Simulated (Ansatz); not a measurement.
Ansatz (a quantum-chemistry and plane-wave program) input file for BClH5NO2Si, SMILES OB(O)N[SiH2]Cl, PBE-D3(BJ)/def2-SVP. 

Ansatz 0.2 input:
```yaml
crystal:
  periodic: [false, false, false]
  atoms:
    - {symbol: Si, position_ang: [-0.65723990, 0.83261583, -0.00000000]}
    - {symbol: Cl, position_ang: [0.41215288, 2.61071817, -0.00000000]}
    - {symbol: N, position_ang: [0.52970406, -0.43144478, 0.00000000]}
    - {symbol: B, position_ang: [0.17154752, -1.81268339, -0.00000001]}
    - {symbol: O, position_ang: [1.15360007, -2.77290430, 0.00000000]}
    - {symbol: O, position_ang: [-1.18592082, -2.07053187, 0.00000000]}
    - {symbol: H, position_ang: [-1.50839643, 0.82704896, 1.21578762]}
    - {symbol: H, position_ang: [-1.50839643, 0.82704896, -1.21578761]}
    - {symbol: H, position_ang: [1.51373721, -0.18686484, 0.00000000]}
    - {symbol: H, position_ang: [0.83903003, -3.68088966, -0.00000000]}
    - {symbol: H, position_ang: [-1.44831467, -2.99415409, -0.00000000]}
basis:
  gaussian:
    orbitals: def2-SVP
hamiltonian:
  xc: pbe
  dispersion: d3bj
relax: {f_tol: 0.002, max_steps: 200}
```

Program output:

```
WARN ansatz: RAYON_NUM_THREADS=1 ignored (pool sized by the plan → 1); use --threads N
Functional definition: PBE
integrals: 0.06 GiB planned
1293 factors; their error is unknown
mean field: 0.34 GiB planned
mean field evaluation 1: about -26706.7746 eV, gradient 8.6e1 eV
mean field evaluation 2: about -26671.4582 eV, gradient 1.5e2 eV
mean field evaluation 4: about -26720.1170 eV, gradient 9.9e0 eV
mean field evaluation 8: about -26720.3191 eV, gradient 1.2e-1 eV
mean field evaluation 16: about -26720.2502 eV, gradient 4.7e-4 eV
mean field -26720.25019281 eV, -981.9510829497 hartree, gradient 3.8e-5 eV, S^2 0.000000; 0 other end points of the search recorded, 0 dependent functions left out
the calculation of the forces begins
reference -26720.25022849 eV, -981.9510842608 hartree; 32, 32 occupied and 85, 85 virtual orbitals, 1293 factors
relax step   1: F+E_penalty+E_count = -26720.50267446 eV  Δ(F+E_penalty+E_count) = +0.000e0 eV  max|allowed force component| = 4.915e-1 eV/Å  Δτ_max = 0.0000 Å  (31 SCF iters, accepted)
these checks for a lower state are left out or cut short: starts, cluster_reference, orbital_swaps, neighbouring_geometries, increment
integrals: 0.06 GiB planned
1293 factors; their error is unknown
mean field: 0.34 GiB planned
mean field -26720.26774383 eV, -981.9517279378 hartree, gradient 1.7e-5 eV, S^2 0.000000; 0 other end points of the search recorded, 0 dependent functions left out
the calculation of the forces begins
reference -26720.26777965 eV, -981.9517292541 hartree; 32, 32 occupied and 85, 85 virtual orbitals, 1293 factors
relax step   2: F+E_penalty+E_count = -26720.51889086 eV  Δ(F+E_penalty+E_count) = -1.622e-2 eV  max|allowed force component| = 2.017e-1 eV/Å  Δτ_max = 0.0261 Å  (32 SCF iters, accepted)
these checks for a lower state are left out or cut short: starts, cluster_reference, orbital_swaps, neighbouring_geometries, increment
integrals: 0.06 GiB planned
1293 factors; their error is unknown
mean field: 0.34 GiB planned
mean field evaluation 32: about -26720.2702 eV, gradient 3.5e-5 eV
mean field -26720.27024774 eV, -981.9518199548 hartree, gradient 1.8e-5 eV, S^2 0.000000; 0 other end points of the search recorded, 0 dependent functions left out
the calculation of the forces begins
reference -26720.27028361 eV, -981.9518212729 hartree; 32, 32 occupied and 85, 85 virtual orbitals, 1293 factors
relax step   3: F+E_penalty+E_count = -26720.52097658 eV  Δ(F+E_penalty+E_count) = -2.086e-3 eV  max|allowed force component| = 4.983e-2 eV/Å  Δτ_max = 0.0120 Å  (32 SCF iters, accepted)
these checks for a lower state are left out or cut short: starts, cluster_reference, orbital_swaps, neighbouring_geometries, increment
integrals: 0.06 GiB planned
1293 factors; their error is unknown
mean field: 0.34 GiB planned
mean field -26720.27064162 eV, -981.9518344294 hartree, gradient 2.6e-5 eV, S^2 0.000000; 0 other end points of the search recorded, 0 dependent functions left out
the calculation of the forces begins
reference -26720.27067749 eV, -981.9518357480 hartree; 32, 32 occupied and 85, 85 virtual orbitals, 1293 factors
relax step   4: F+E_penalty+E_count = -26720.52127182 eV  Δ(F+E_penalty+E_count) = -2.952e-4 eV  max|allowed force component| = 1.998e-2 eV/Å  Δτ_max = 0.0051 Å  (24 SCF iters, accepted)
these checks for a lower state are left out or cut short: starts, cluster_reference, orbital_swaps, neighbouring_geometries, increment
integrals: 0.06 GiB planned
1293 factors; their error is unknown
mean field: 0.34 GiB planned
mean field -26720.27097355 eV, -981.9518466279 hartree, gradient 1.8e-5 eV, S^2 0.000000; 0 other end points of the search recorded, 0 dependent functions left out
the calculation of the forces begins
reference -26720.27100944 eV, -981.9518479467 hartree; 32, 32 occupied and 85, 85 virtual orbitals, 1293 factors
relax step   5: F+E_penalty+E_count = -26720.52139822 eV  Δ(F+E_penalty+E_count) = -1.264e-4 eV  max|allowed force component| = 3.720e-2 eV/Å  Δτ_max = 0.0224 Å  (30 SCF iters, accepted)
these checks for a lower state are left out or cut short: starts, cluster_reference, orbital_swaps, neighbouring_geometries, increment
integrals: 0.06 GiB planned
1293 factors; their error is unknown
mean field: 0.34 GiB planned
mean field -26720.27106733 eV, -981.9518500741 hartree, gradient 2.1e-5 eV, S^2 0.000000; 0 other end points of the search recorded, 0 dependent functions left out
the calculation of the forces begins
reference -26720.27110322 eV, -981.9518513930 hartree; 32, 32 occupied and 85, 85 virtual orbitals, 1293 factors
relax step   6: F+E_penalty+E_count = -26720.52152062 eV  Δ(F+E_penalty+E_count) = -1.224e-4 eV  max|allowed force component| = 1.326e-2 eV/Å  Δτ_max = 0.0042 Å  (24 SCF iters, accepted)
these checks for a lower state are left out or cut short: starts, cluster_reference, orbital_swaps, neighbouring_geometries, increment
integrals: 0.06 GiB planned
1293 factors; their error is unknown
mean field: 0.34 GiB planned
mean field evaluation 64: about -26720.2711 eV, gradient 2.5e-5 eV
mean field -26720.27111954 eV, -981.9518519930 hartree, gradient 2.5e-5 eV, S^2 0.000000; 0 other end points of the search recorded, 0 dependent functions left out
the calculation of the forces begins
reference -26720.27115544 eV, -981.9518533121 hartree; 32, 32 occupied and 85, 85 virtual orbitals, 1293 factors
relax step   7: F+E_penalty+E_count = -26720.52152916 eV  Δ(F+E_penalty+E_count) = -8.540e-6 eV  max|allowed force component| = 1.072e-2 eV/Å  Δτ_max = 0.0024 Å  (24 SCF iters, accepted)
these checks for a lower state are left out or cut short: starts, cluster_reference, orbital_swaps, neighbouring_geometries, increment
integrals: 0.06 GiB planned
1293 factors; their error is unknown
mean field: 0.34 GiB planned
mean field -26720.27112281 eV, -981.9518521128 hartree, gradient 2.5e-5 eV, S^2 0.000000; 0 other end points of the search recorded, 0 dependent functions left out
the calculation of the forces begins
reference -26720.27115870 eV, -981.9518534319 hartree; 32, 32 occupied and 85, 85 virtual orbitals, 1293 factors
relax step   8: F+E_penalty+E_count = -26720.52153370 eV  Δ(F+E_penalty+E_count) = -4.541e-6 eV  max|allowed force component| = 1.122e-3 eV/Å  Δτ_max = 0.0004 Å  (21 SCF iters, accepted)
integrals: 0.06 GiB planned
1293 factors; their error is unknown
mean field: 0.34 GiB planned
mean field -26720.27112281 eV, -981.9518521128 hartree, gradient 2.5e-5 eV, S^2 0.000000; 1 other end points of the search recorded, 0 dependent functions left out
the calculation of the forces begins
reference -26720.27115870 eV, -981.9518534319 hartree; 32, 32 occupied and 85, 85 virtual orbitals, 1293 factors
Total energy: -26720.52156959 eV, -981.9610558626 hartree
Atom 0 at    -0.658778     0.852782    -0.000000 Å, force    -0.000793     0.000195    -0.000000 eV/Å
Atom 1 at     0.437596     2.632078    -0.000000 Å, force     0.000372    -0.000682    -0.000000 eV/Å
Atom 2 at     0.517054    -0.437748     0.000000 Å, force     0.000254     0.000747     0.000000 eV/Å
Atom 3 at     0.163816    -1.826307     0.000001 Å, force    -0.000236     0.000606    -0.000000 eV/Å
Atom 4 at     1.168554    -2.773084     0.000000 Å, force    -0.001122    -0.000992     0.000000 eV/Å
Atom 5 at    -1.197578    -2.093227     0.000001 Å, force     0.000724     0.000337     0.000000 eV/Å
Atom 6 at    -1.520245     0.854149     1.227309 Å, force    -0.000047     0.000054    -0.000062 eV/Å
Atom 7 at    -1.520246     0.854149    -1.227309 Å, force    -0.000047     0.000054     0.000062 eV/Å
Atom 8 at     1.508755    -0.191511    -0.000001 Å, force    -0.000178    -0.000080     0.000000 eV/Å
Atom 9 at     0.851575    -3.690741    -0.000000 Å, force     0.000653    -0.000027    -0.000000 eV/Å
Atom 10 at    -1.439001    -3.032582    -0.000001 Å, force     0.000419    -0.000214     0.000000 eV/Å
Dipole moment:    -0.116366    -0.819048    -0.000000 e Å
```

The calculation finished and met its thresholds.
